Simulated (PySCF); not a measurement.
An equivalent PySCF input for Al (aluminium, neutral), [Ne] 3s2 3p1, 2P determinant, with scalar relativity by spin-free X2C-1e:

```python
from pyscf import gto, scf, dft, mp, cc
import basis_set_exchange as bse
mol = gto.M(atom="Al 0 0 0", charge=0, spin=1, symmetry="D2h",
            basis=gto.basis.parse(bse.get_basis("dyall-acv3z", elements=["Al"], fmt="nwchem", header=False)),
            nucmod="G")
mf = dft.UKS(mol, xc="PBE0").sfx2c1e()
mf.irrep_nelec = {'Ag': (3, 3), 'B1u': (1, 1), 'B2u': (2, 1), 'B3u': (1, 1)}
mf.kernel()
```

It reaches the same state as the run whose output follows, with an energy that differs only through the grid. The run itself started from symmetry-adapted Hartree-Fock orbitals and held the occupation by maximum overlap, on a logarithmic radial grid, so the iterations belong to that start.

```
SCF conv_tol = 1e-09
number electrons alpha = 7  beta = 6
XC functionals = PBE0
    C. Adamo and V. Barone.,  J. Chem. Phys. 110, 6158 (1999)
    M. Ernzerhof and G. E. Scuseria.,  J. Chem. Phys. 110, 5029 (1999)
cycle= 1 E= -242.697271691333  delta_E= -0.00607  |g|= 0.0131  |ddm|= 0.121
cycle= 2 E= -242.697394250491  delta_E= -0.000123  |g|= 0.00429  |ddm|= 0.0127
cycle= 3 E= -242.697404902654  delta_E= -1.07e-05  |g|= 0.00149  |ddm|= 0.00333
cycle= 4 E= -242.697406727092  delta_E= -1.82e-06  |g|= 0.000226  |ddm|= 0.00175
cycle= 5 E= -242.697406812349  delta_E= -8.53e-08  |g|= 2.11e-05  |ddm|= 0.000522
cycle= 6 E= -242.69740681277  delta_E= -4.21e-10  |g|= 4.52e-06  |ddm|= 4.52e-05
converged SCF energy = -242.69740681277  <S^2> = 0.75722548  2S+1 = 2.0072125
```
